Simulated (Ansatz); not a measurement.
One change: `[AlH2][O][SiH2]S` becomes `[AlH2][O][SiH2]Br`.

Ansatz, PBE0-D4/def2-TZVP geometries, multiplicity 1. Each molecule was computed in one conformer, which needn't be the lowest.

Scalar relativity is left out up to krypton.

```tsv
property	`[AlH2][O][SiH2]S`
HOMO energy (B3LYP/def2-TZVPP) / eV	-7.33
HOMO–LUMO gap (B3LYP/def2-TZVPP) / eV	5.85
size of the dipole moment (B3LYP/def2-TZVPP) / D	1.23
LUMO energy (ωB97M-V/def2-TZVPP) / eV	0.33
LUMO energy (B3LYP/def2-TZVPP) / eV	-1.48
HOMO energy (ωB97M-V/def2-TZVPP) / eV	-9.81
```

Task: What does the change do to each property? (Best estimate.)

Result: Computed: 
```csv
property,`[AlH2][O][SiH2]Br`,shift
HOMO energy (B3LYP/def2-TZVPP) / eV,-8.01,-0.68
HOMO–LUMO gap (B3LYP/def2-TZVPP) / eV,6.40,0.55
size of the dipole moment (B3LYP/def2-TZVPP) / D,1.66,0.43
LUMO energy (ωB97M-V/def2-TZVPP) / eV,0.21,-0.12
LUMO energy (B3LYP/def2-TZVPP) / eV,-1.60,-0.12
HOMO energy (ωB97M-V/def2-TZVPP) / eV,-10.46,-0.65
```

With PBE0 the HOMO falls by 0.65 eV and the LUMO falls by 0.13 eV, so the gap widens by about 0.52 eV. PBE moves the HOMO by -0.59 eV and ωB97M-V by -0.65 eV. Dipoles are sizes alone; their direction can turn.

B3LYP here is the variant with VWN-RPA as its local correlation; programs differ in this.

Spin–orbit coupling is left out; it splits and shifts lone-pair levels of the heavy atoms by tenths of an eV.
